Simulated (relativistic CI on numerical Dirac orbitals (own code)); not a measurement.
# Radial parameters of Br16+

Method of calculation: Dirac-Coulomb-Breit CI, orbitals from a KLI potential per configuration, QED by a radiative potential, unscaled Slater integrals (own radial code, finite nucleus).

Slater integrals F^k, G^k are unscaled and averaged over j, outside the closed core [Ne]; ζ comes from projecting the Hamiltonian with its Breit term on Σ l·s of the shell.

- 3s²3p⁶3d: ζ(3d) = 5252.8 cm⁻¹; <r>(3d) = 0.4528, <r^2>(3d) = 0.2397 (bohr units).
- 3s²3p⁵3d²: ζ(3p) = 47844, F^2(3d,3d) = 222120, F^4(3d,3d) = 142680, F^2(3p,3d) = 202110, G^1(3p,3d) = 227540, G^3(3p,3d) = 148370, ζ(3d) = 5133.2 cm⁻¹; <r>(3p) = 0.4919, <r^2>(3p) = 0.2792, <r>(3d) = 0.454, <r^2>(3d) = 0.2411 (bohr units).
- 3s3p⁶3d²: F^2(3d,3d) = 221770, F^4(3d,3d) = 142450, G^2(3s,3d) = 173030, ζ(3d) = 5210.6 cm⁻¹; <r>(3s) = 0.4978, <r^2>(3s) = 0.2822, <r>(3d) = 0.4547, <r^2>(3d) = 0.2418 (bohr units).

Problem. Give the Racah parameters of the d shell in 3s²3p⁵3d².

Solution. B = F²/49 − 5F⁴/441 = 2915 cm⁻¹ and C = 35F⁴/441 = 11324 cm⁻¹.

Averages of the first 10 configurations, taken without configuration mixing, which lowers the lowest level and can move excited configurations by several eV; other configurations of the list can lie among them:

```csv
Configuration,Parity,States,Average energy above the lowest level (eV)
3s²3p⁶3d,even,10,1.4
3s²3p⁵3d²,odd,270,101.1
3s3p⁶3d²,even,90,177.5
3s²3p⁶4s,even,2,227.9
3s²3p⁶4p,odd,6,253.1
3s²3p⁶4d,even,10,290.2
3s²3p⁶4f,odd,14,321.3
3s²3p⁵3d4s,odd,120,324.3
3s²3p⁵3d4p,even,360,349.5
3p⁶3d³,even,120,357.7
```
